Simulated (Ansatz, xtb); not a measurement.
**Relative energy of two isomers of C4H6N2SeSi**

We compare X, `[SiH3]/N=C\c1c[se]cn1`, a singlet, with Y, `N#CC[C@H](C#N)[SiH2][SeH]`, a singlet. Both are isolated molecules in the gas phase, relaxed with B3LYP-D3(BJ)/def2-SVP; the shapes shown needn't be the lowest conformers.

X (Å):

```tsv
atom	x (Å)	y (Å)	z (Å)
C	1.5283	0.0106	-0.5089
C	1.9916	-0.1248	0.8870
C	3.2605	-0.5205	1.2427
C	1.6321	0.0040	3.0917
N	0.3776	0.3668	-0.9017
N	1.1212	0.1559	1.9196
Se	3.4436	-0.5648	3.0936
Si	-1.0635	0.8213	0.0053
H	-0.8549	2.0518	0.8224
H	-2.1077	1.1366	-1.0125
H	-1.5842	-0.2983	0.8424
H	2.3064	-0.2369	-1.2591
H	4.0746	-0.7810	0.5679
H	1.0932	0.1800	4.0260
```

Y (Å):

```
atom    x (Å)    y (Å)    z (Å)
   C  -0.8628   0.5943  -0.2289
   C  -0.3443   0.2227   1.0871
   C   0.9605  -0.6117   0.9870
   C   1.3973  -1.0422   2.3082
   N  -1.2516   0.8772  -1.2823
   N   1.7881  -1.3235   3.3634
  Se   2.8611   2.2306   1.3870
  Si   2.4320   0.3421   0.1689
   H  -1.1204  -0.3445   1.6254
   H  -0.1520   1.1421   1.6641
   H   0.7805  -1.5090   0.3693
   H   2.0332   0.7885  -1.1882
   H   3.5812  -0.5980   0.1300
   H   3.2216   1.4412   2.5834
```

Quicker runs give these differences E(Y) − E(X): GFN2-xTB +22.6 kcal/mol; HF/STO-3G −34.8 kcal/mol (at GFN2-xTB geometries); r2SCAN-D4/def2-SVP −4.7 kcal/mol (at GFN2-xTB geometries).

**Question.** Which of the two would you expect CCSD(T)/def2-SVP + ΔMP2/def2-TZVPP electronic energies to favour?

**Answer.** Structure Y; the calculation gives E(Y) − E(X) = −17.3 kcal/mol.

How the difference moves with the method:

```json
{"level": "GFN2-xTB", "geometry": "GFN2-xTB", "E(Y) − E(X) (kcal/mol)": "+22.6", "departure from the last row (kcal/mol)": "+40.0", "job, with rough time for the two": "optimisation, 0.47 s"}
{"level": "HF/STO-3G", "geometry": "GFN2-xTB", "E(Y) − E(X) (kcal/mol)": "−34.8", "departure from the last row (kcal/mol)": "−17.4", "job, with rough time for the two": "single point, 2.4 s"}
{"level": "r2SCAN-D4/def2-SVP", "geometry": "GFN2-xTB", "E(Y) − E(X) (kcal/mol)": "−4.7", "departure from the last row (kcal/mol)": "+12.6", "job, with rough time for the two": "single point, 9 s"}
{"level": "B3LYP-D3(BJ)/def2-SVP", "geometry": "B3LYP-D3(BJ)/def2-SVP", "E(Y) − E(X) (kcal/mol)": "−10.3", "departure from the last row (kcal/mol)": "+7.1", "job, with rough time for the two": "optimisation, 3.2 min"}
{"level": "HF/def2-SVP", "geometry": "B3LYP-D3(BJ)/def2-SVP", "E(Y) − E(X) (kcal/mol)": "−29.9", "departure from the last row (kcal/mol)": "−12.6", "job, with rough time for the two": "part of the CCSD(T) run"}
{"level": "MP2/def2-SVP", "geometry": "B3LYP-D3(BJ)/def2-SVP", "E(Y) − E(X) (kcal/mol)": "−23.7", "departure from the last row (kcal/mol)": "−6.4", "job, with rough time for the two": "part of the CCSD(T) run"}
{"level": "CCSD(T)/def2-SVP", "geometry": "B3LYP-D3(BJ)/def2-SVP", "E(Y) − E(X) (kcal/mol)": "−23.1", "departure from the last row (kcal/mol)": "−5.8", "job, with rough time for the two": "single point"}
{"level": "CCSD(T)/def2-SVP + ΔMP2/def2-TZVPP", "geometry": "B3LYP-D3(BJ)/def2-SVP", "E(Y) − E(X) (kcal/mol)": "−17.3", "departure from the last row (kcal/mol)": "", "job, with rough time for the two": "single point, 4.4 min"}
```

As drawn, Y has 2 C≡N, 2 C–C, 1 C–Si, 1 Se–Si, 1 Se–H in place of 1 N–Si, 1 C=N, 1 C∷C, 2 C∷Se, 2 C∷N, 1 Si–H (∷ is an aromatic bond). Structure X has a 5-membered ring (with an aromatic ring), Y no ring.

GFN2-xTB puts the two in the other order. The largest departure from CCSD(T)/def2-SVP + ΔMP2/def2-TZVPP is that of GFN2-xTB, 40.0 kcal/mol. The last row adds to CCSD(T) the change of the MP2 difference between the two basis sets, here +5.8 kcal/mol, a large step that makes the value less sure.

With thermal terms from frequencies at re-optimised GFN2-xTB minima (ideal gas, soft modes damped towards free rotors, one conformer each, 298.15 K, 1 atm): the zero-point term adds −0.7 kcal/mol; ΔH is −16.9 and ΔG −19.4 kcal/mol.

The correlated steps freeze 20 core orbitals; the filled d shell of Se is correlated, in a basis made for valence electrons. Mirror images aren't counted in ΔG. Run with Ansatz 0.2.0, xtb 6.7.1; the last row on 2 threads of Intel(R) Xeon(R) Processor @ 2.70GHz on a shared host.
